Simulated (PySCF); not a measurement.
Compound: C3H6N2SSi.
SMILES with atom numbers: `[SiH3:1][NH:2][c:3]1[cH:4][n:5][s:6][cH:7]1` (hydrogens: H8, H9, H10 on Si1; H11 on N2; H12 on C4; H13 on C7)

Geometry (PBE0-D3(BJ)/def2-SVP, Å), atoms numbered from 1 in this order:
```
atom  x, y, z in Å
Si1    2.160    0.839    0.146
N2     0.913   -0.305   -0.289
C3    -0.448   -0.180   -0.072
C4    -1.058    0.951    0.565
N5    -2.361    0.926    0.700
S6    -2.957   -0.476    0.064
C7    -1.430   -1.086   -0.416
H8     2.198    1.085    1.620
H9     3.435    0.214   -0.308
H10    1.961    2.159   -0.528
H11    1.193   -1.162   -0.750
H12   -0.509    1.822    0.939
H13   -1.310   -2.048   -0.913
```

Linear response at CAM-B3LYP/def2-SVPD (PySCF, frozen core in the response, non-relativistic).

Static isotropic polarisability: 94.53 au (14.01 Å³), principal values 65.4, 88.7, 129.5 au.

What is the polarisability at 1064 nm and at the sodium D line?

95.72 au at 1064 nm (+1.3 %), 98.67 au at 589.3 nm (+4.4 %). The rise at 589.3 nm is 3.49 times that at 1064 nm; a pure ω² law gives 3.26. The lowest singlet lies at 260 nm, shorter than both wavelengths.

What is the isotropic C6 coefficient between two such molecules, C6 = (3/π)∫α(iω)² dω?

3225 au (Eh·bohr⁶) by a ten-point quadrature over imaginary frequencies, which is 1930 eV·Å⁶ or 186 J·nm⁶/mol.

Which effective excitation energy ω̄ makes London's formula C6 = (3/4)α²ω̄ exact here?

ω̄ = 4·C6/(3α²) = 0.481 Eh = 13.1 eV. A one-pole form α(ω) = α/(1 − ω²/ω̄²) fitted to the 1064 nm value gives 10.5 eV.

What does −C6/R⁶ come to at R = 10 Å between centres?

-190 J/mol. This is the leading, orientation-averaged term; C8 and higher terms are left out.

The lowest 6 singlets have (eV, f): 4.78, 0.139; 5.34, 0.000; 5.60, 0.000; 5.78, 0.003; 6.12, 0.023; 6.35, 0.001. What share of the static polarisability do they carry in the sum over states α = Σ f/ω²?

5.06 au, 5.4 % of α; the largest term, 4.51 au, is that of the state at 4.78 eV. Their oscillator strengths add up to 0.17. Higher states carry the rest.

What molar refraction at the D line follows from R = (4π/3)·N_A·α′, with α′ the polarisability volume?

α′ = 14.62 Å³ gives R = 36.88 cm³/mol, for isolated, non-vibrating species.

What three-body coefficient follows from the one-pole estimate C9 = (3/4)·α·C6?

229000 au. This is an estimate from the two numbers above, not a computed integral.

On an Arm Neoverse V1 with one thread, shared host with 32 logical CPUs at a one-minute load of 14, this took 38 s of wall time and 0.96 GiB of memory at its peak. This is the whole response run at CAM-B3LYP/def2-SVPD, SCF included.

One conformer stands for the species.
